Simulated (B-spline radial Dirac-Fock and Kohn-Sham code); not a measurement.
Z = 15 (phosphorus), transition energy 200 keV. Level of theory: a Dirac-Hartree-Slater potential of the neutral atom with a Latter tail (no hole, which puts coefficients of high multipoles low close above an edge), finite nucleus with surface currents; a radial atomic solver. Subshells that would emit electrons below 1 keV are left out.

Q: A pure transition shows α(K) = 0.0501, L1/L2 = 42.9 and L1/L3 = 34.4. What is its multipolarity?
A. M2
B. E2
C. E1
D. E4
E. M1
F. M4
G. E3
H. M3

A: G. For comparison, α(K), L1/L2, L1/L3 are E1 0.00111, 250, 129; E2 0.00809, 103, 70.2; E4 0.295, 21.7, 18.7; M1 0.000820, 139, 227; M2 0.00489, 70.1, 132; M3 0.0287, 42.1, 54.4; M4 0.169, 28.1, 26.8.

Values without a named source are computed, but for edge energies of neutral atoms, which are taken from tables.
